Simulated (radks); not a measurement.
Fe4+, configuration [Ne] 3s1.5 3p6 3d4 4f0.5 (fractional occupations, a model configuration).

Calculated with a radial shooting solver on a logarithmic mesh with Libxc functionals: Dirac Kohn-Sham, BLYP, spin-unpolarised, spherical densities, point nucleus; open shells are shared between the two j in proportion to 2j + 1.

Energy parts (Ry):
total: -2532.23111
kinetic: 2567.80531
electron-nucleus: -5951.96394
Hartree: 959.45217
exchange-correlation: -107.52466

Orbitals (lengths in bohr, moments of r in powers of bohr):
orbital      occ.  eigenvalue (Ry)   <1/r>     <r^2>
1s1/2           2        -519.7360   25.98  0.004595
2s1/2           2        -65.48817   5.581   0.08404
2p1/2           2        -57.20896   5.528   0.06701
2p3/2           4        -56.29021   5.430   0.06863
3s1/2         1.5        -11.74934   1.800    0.7158
3p1/2           2         -9.29131   1.689    0.7765
3p3/2           4         -9.16742   1.667    0.7913
3d3/2         1.6         -5.18979   1.417    0.9760
3d5/2         2.4         -5.17424   1.413    0.9815
4s1/2           0         -3.48305  0.6616     4.642
4p1/2           0         -2.86515  0.5955     5.683
4p3/2           0         -2.84588  0.5909     5.757
4f5/2    0.214286         -1.30682  0.3234     14.20
4f7/2    0.285714         -1.30675  0.3234     14.21

The highest occupied level is 4f7/2 at -17.779 eV. The configuration is held as typed, so some empty levels lie below it. Summed over all electrons, <r^2> = 17.40 bohr^2, which gives a Langevin (diamagnetic) susceptibility term of -13.8 x 10^-6 cm^3/mol.
